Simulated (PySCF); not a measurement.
C2H5Si, charge +1, multiplicity 1. Atoms are numbered in the order given.

```xyz
8

C      1.6739     0.0682     0.3966
Si     0.1110    -0.1691    -0.1912
C     -1.6763     0.1876    -0.0767
H      2.1476    -0.7121     0.9935
H      2.3599     0.7178    -0.1484
H     -1.7981     1.2737    -0.1748
H     -2.2463    -0.3389    -0.8419
H     -2.0031    -0.1076     0.9284
```
Charge +1, spin multiplicity 1.

Geometry optimised at PBE0-D3(BJ)/def2-TZVP. The spin state was assumed, not searched. The isomer is the one that the SMILES or the coordinates give; other isomers of the formula were not compared.

All values below come from TDA-LC-ωPBE/def2-SVPD (PySCF).

Vertical excitations. The molecule is in vacuum.

```csv
state,energy (eV),λ (nm),f,main pairs
S1,2.93,423,0.004,HOMO→LUMO+1 99 %
S2,4.45,278,0.185,HOMO→LUMO 84 %
S3,6.63,187,0.000,HOMO−1→LUMO+1 98 %
S4,6.72,185,0.001,"HOMO→LUMO+2 45 %, HOMO−1→LUMO 45 %"
S5,7.45,166,0.233,"HOMO−1→LUMO 41 %, HOMO→LUMO+2 32 %, HOMO−2→LUMO+1 11 %"
S6,8.12,153,0.003,HOMO−2→LUMO 86 %
S7,8.99,138,0.000,HOMO−4→LUMO+1 91 %
S8,9.09,136,0.248,HOMO−2→LUMO+1 64 %
S9,9.15,136,0.019,"HOMO−3→LUMO+1 37 %, HOMO−4→LUMO 25 %, HOMO→LUMO+4 13 %, HOMO→LUMO+3 8 %"
S10,9.23,134,0.069,"HOMO→LUMO+3 34 %, HOMO→LUMO+4 19 %, HOMO−4→LUMO 15 %, HOMO−2→LUMO+1 10 %"
T1,1.63,758,0,HOMO→LUMO 96 %
T2,2.31,536,0,HOMO→LUMO+1 98 %
T3,5.58,222,0,"HOMO→LUMO+2 69 %, HOMO−1→LUMO 15 %"
T4,5.93,209,0,"HOMO−1→LUMO 81 %, HOMO→LUMO+2 13 %"
```
Triplets are in the Tamm–Dancoff approximation.
